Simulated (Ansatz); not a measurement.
Job for Ansatz (an electronic-structure program): U-CCSD(T)/def2-TZVPP on PW, 2S+1 = 2, a spin state set in the input, which need not be the lowest, a point of a bond scan (R = 2.091 Å). Elements past Kr take the def2 small-core potentials; no spin–orbit coupling.

Ansatz 0.2 input:
```yaml
crystal:
  periodic: [false, false, false]
  atoms:
    - {symbol: W, position_ang: [0.00000000, 0.00000000, 0.00000000]}
    - {symbol: P, position_ang: [0.00000000, 0.00000000, 2.09108300]}
basis:
  gaussian:
    orbitals: def2-TZVPP
    pivot_positions_ang: [[0.00000000, 0.00000000, 0.00000000], [0.00000000, 0.00000000, 2.09108300]]
magnetization: {spin_polarized: true, initial_magnetization: 1}
correlation: {method: ccsd_t, electrons: valence}
output: {orbitals: {seedname: ./end}}
```

Program output:

```
WARN ansatz: RAYON_NUM_THREADS=2 ignored (pool sized by the plan → 2); use --threads N
Functional definition: HF
integrals: 0.16 GiB planned
695 factors; integrals over basis functions are off by at most 3.8e-4 eV
mean field: 0.27 GiB planned
mean field evaluation 1: about -11071.5938 eV, gradient 2.3e1 eV
mean field evaluation 2: about -11072.0300 eV, gradient 2.3e1 eV
mean field evaluation 4: about -11074.9954 eV, gradient 2.3e0 eV
mean field evaluation 8: about -11075.0918 eV, gradient 8.2e-1 eV
mean field evaluation 16: about -11075.9424 eV, gradient 1.3e-2 eV
mean field evaluation 32: about -11076.2550 eV, gradient 3.5e-6 eV
mean field evaluation 64: about -11075.0484 eV, gradient 3.9e-1 eV
mean field evaluation 96: about -11075.9423 eV, gradient 2.2e-2 eV
mean field evaluation 128: about -11075.9280 eV, gradient 3.4e-1 eV
mean field evaluation 160: about -11075.9424 eV, gradient 2.4e-5 eV
mean field evaluation 192: about -11075.2228 eV, gradient 6.1e-2 eV
mean field evaluation 224: about -11075.3825 eV, gradient 1.2e0 eV
mean field evaluation 256: about -11074.1618 eV, gradient 5.5e0 eV
mean field evaluation 288: about -11068.0150 eV, gradient 3.3e1 eV
mean field evaluation 320: about -11075.0407 eV, gradient 3.2e-2 eV
mean field evaluation 352: about -11075.1451 eV, gradient 8.6e-1 eV
mean field evaluation 384: about -11074.3015 eV, gradient 8.1e0 eV
mean field evaluation 416: about -11076.2550 eV, gradient 3.9e-2 eV
mean field evaluation 448: about -11075.4597 eV, gradient 4.5e-5 eV
mean field evaluation 480: about -11074.7249 eV, gradient 1.2e-6 eV
mean field evaluation 512: about -11075.9424 eV, gradient 2.4e-6 eV
mean field evaluation 544: about -11076.2640 eV, gradient 1.1e0 eV
mean field evaluation 576: about -11075.6859 eV, gradient 4.1e0 eV
mean field evaluation 608: about -11076.2535 eV, gradient 3.2e-1 eV
mean field evaluation 640: about -11073.1875 eV, gradient 1.3e1 eV
mean field evaluation 672: about -11073.5730 eV, gradient 9.6e-1 eV
mean field evaluation 704: about -11074.3683 eV, gradient 2.3e0 eV
mean field evaluation 736: about -11072.1519 eV, gradient 1.6e1 eV
mean field evaluation 768: about -11073.0967 eV, gradient 5.7e0 eV
mean field evaluation 800: about -11072.4642 eV, gradient 1.6e1 eV
mean field evaluation 832: about -11074.7249 eV, gradient 4.9e-3 eV
mean field evaluation 864: about -11074.7249 eV, gradient 9.6e-4 eV
mean field evaluation 896: about -11074.9714 eV, gradient 4.5e0 eV
mean field evaluation 928: about -11073.2930 eV, gradient 6.6e0 eV
mean field evaluation 960: about -11074.3871 eV, gradient 3.8e-3 eV
mean field evaluation 992: about -11075.9424 eV, gradient 1.4e-3 eV
mean field evaluation 1024: about -11076.2550 eV, gradient 1.9e-3 eV
mean field evaluation 1056: about -11074.4306 eV, gradient 1.8e-3 eV
mean field evaluation 1088: about -11074.4141 eV, gradient 2.0e0 eV
mean field evaluation 1120: about -11075.0164 eV, gradient 2.7e-4 eV
mean field evaluation 1152: about -11075.0164 eV, gradient 1.3e-3 eV
mean field evaluation 1184: about -11074.4856 eV, gradient 1.4e-2 eV
mean field evaluation 1216: about -11075.0164 eV, gradient 1.3e-2 eV
mean field evaluation 1248: about -11074.7041 eV, gradient 6.2e-2 eV
mean field evaluation 1280: about -11074.7039 eV, gradient 6.4e-2 eV
mean field evaluation 1312: about -11073.8733 eV, gradient 7.9e-1 eV
mean field evaluation 1344: about -11074.1169 eV, gradient 1.7e0 eV
mean field evaluation 1376: about -11073.7762 eV, gradient 6.0e0 eV
mean field evaluation 1408: about -11073.7670 eV, gradient 2.8e-3 eV
mean field evaluation 1440: about -11073.0419 eV, gradient 8.4e0 eV
mean field evaluation 1472: about -11073.5271 eV, gradient 7.1e-1 eV
mean field evaluation 1504: about -11073.5427 eV, gradient 7.4e-2 eV
mean field evaluation 1536: about -11074.7053 eV, gradient 2.7e-4 eV
mean field evaluation 1568: about -11073.6183 eV, gradient 6.3e0 eV
mean field evaluation 1600: about -11074.3157 eV, gradient 1.9e0 eV
mean field evaluation 1632: about -11074.1402 eV, gradient 5.9e-1 eV
mean field evaluation 1664: about -11074.4483 eV, gradient 2.5e-3 eV
mean field evaluation 1696: about -11073.7149 eV, gradient 2.7e0 eV
mean field evaluation 1728: about -11073.9039 eV, gradient 4.0e-1 eV
mean field evaluation 1760: about -11072.9920 eV, gradient 8.0e0 eV
mean field evaluation 1792: about -11073.9449 eV, gradient 3.4e-1 eV
mean field evaluation 1824: about -11073.9670 eV, gradient 2.2e-1 eV
mean field evaluation 1856: about -11074.6712 eV, gradient 4.1e-1 eV
mean field evaluation 1888: about -11073.0484 eV, gradient 5.8e0 eV
mean field evaluation 1920: about -11074.1022 eV, gradient 4.9e-3 eV
mean field evaluation 1952: about -11073.5525 eV, gradient 2.5e-1 eV
mean field evaluation 1984: about -11073.5226 eV, gradient 5.1e-1 eV
mean field evaluation 2016: about -11073.3607 eV, gradient 9.0e-1 eV
mean field evaluation 2048: about -11073.6637 eV, gradient 4.5e-1 eV
mean field evaluation 2080: about -11074.1923 eV, gradient 6.8e-1 eV
mean field evaluation 2112: about -11072.0744 eV, gradient 1.5e1 eV
mean field evaluation 2144: about -11065.2899 eV, gradient 2.0e1 eV
mean field evaluation 2176: about -11075.5657 eV, gradient 2.7e-6 eV
mean field evaluation 2208: about -11071.3756 eV, gradient 1.3e1 eV
mean field evaluation 2240: about -11073.0638 eV, gradient 9.5e0 eV
mean field evaluation 2272: about -11069.7303 eV, gradient 1.9e1 eV
mean field evaluation 2304: about -11071.1961 eV, gradient 1.2e1 eV
mean field evaluation 2336: about -11073.9633 eV, gradient 1.4e0 eV
mean field -11076.25502618 eV, -407.0448644568 hartree, gradient 2.8e-6 eV, S^2 2.624059; 40 other end points of the search recorded, 0 dependent functions left out
determinant -11076.25502618 eV, -407.0448644568 hartree, with singles and doubles -11090.46681080 eV, -407.5671379085 hartree
determinant -11075.61710162 eV, -407.0214211616 hartree, with singles and doubles -11090.39457775 eV, -407.5644833928 hartree
determinant -11075.56568252 eV, -407.0195315445 hartree, with singles and doubles -11089.98910658 eV, -407.5495826022 hartree
determinant -11075.01641485 eV, -406.9993463302 hartree, with singles and doubles -11088.80466115 eV, -407.5060550354 hartree
determinant -11074.82263032 eV, -406.9922248799 hartree, with singles and doubles -11089.34009275 eV, -407.5257317839 hartree
determinant -11074.72487831 eV, -406.9886325599 hartree, with singles and doubles -11088.89832980 eV, -407.5094972949 hartree
determinant -11074.70534996 eV, -406.9879149062 hartree, with singles and doubles -11088.75176635 eV, -407.5041111876 hartree
determinant -11074.48564972 eV, -406.9798410711 hartree, with singles and doubles -11087.98453699 eV, -407.4759160284 hartree
determinant -11074.44834437 eV, -406.9784701251 hartree, with singles and doubles -11088.08510555 eV, -407.4796118551 hartree
determinant -11074.43062611 eV, -406.9778189908 hartree, with singles and doubles -11087.87856294 eV, -407.4720215540 hartree
determinant -11074.38711364 eV, -406.9762199369 hartree, with singles and doubles -11088.62691855 eV, -407.4995231153 hartree
determinant -11074.10219611 eV, -406.9657494108 hartree, with singles and doubles -11088.37244962 eV, -407.4901715547 hartree
determinant -11073.90718511 eV, -406.9585828890 hartree, with singles and doubles -11087.49338607 eV, -407.4578665653 hartree
determinant -11073.76696259 eV, -406.9534298065 hartree, with singles and doubles -11087.45508197 eV, -407.4564589154 hartree
determinant -11073.72280775 eV, -406.9518071458 hartree, with singles and doubles -11087.53885556 eV, -407.4595375379 hartree
determinant -11073.54767396 eV, -406.9453710980 hartree, with singles and doubles -11087.21043310 eV, -407.4474682354 hartree
determinant -11073.52764579 eV, -406.9446350763 hartree, with singles and doubles -11087.53091359 eV, -407.4592456759 hartree
determinant -11073.30961137 eV, -406.9366224592 hartree, with singles and doubles -11087.15758296 eV, -407.4455260284 hartree
determinant -11076.25502618 eV, -407.0448644568 hartree, with singles and doubles -11090.55556249 eV, -407.5703994731 hartree
determinant -11075.61710162 eV, -407.0214211616 hartree, with singles and doubles -11090.46688272 eV, -407.5671405516 hartree
determinant -11075.56568252 eV, -407.0195315445 hartree, with singles and doubles -11090.06847450 eV, -407.5524993195 hartree
determinant -11075.94241663 eV, -407.0333762677 hartree, with singles and doubles -11090.37591503 eV, -407.5637975505 hartree
determinant -11075.49184232 eV, -407.0168179674 hartree, with singles and doubles -11090.48740706 eV, -407.5678948072 hartree
determinant -11075.49184232 eV, -407.0168179674 hartree, with singles and doubles -11090.53898521 eV, -407.5697902692 hartree
determinant -11075.04083176 eV, -407.0002436347 hartree, with singles and doubles -11090.40274787 eV, -407.5647836391 hartree
5 core orbitals not correlated
reference -11076.25502618 eV, -407.0448644568 hartree; 10, 9 occupied and 83, 84 virtual orbitals, 695 factors
second order -13.69493234 eV of doubles, -0.00000000 eV of singles
coupled cluster: 0.54 GiB planned
cycle   1  -14.30054108 eV  change   -4.8e-6 eV  update   4.4e-6
coupled cluster: 0.54 GiB planned
perturbative correction -1.01152940 eV, -0.0371730199 hartree
Total energy: -11091.56709666 eV, -407.6075726682 hartree
```

The calculation finished and met its thresholds. Its determinant has ⟨S²⟩ = 2.62, a mixture of spin states.

Cost: about 8 core-minutes (a rough figure).
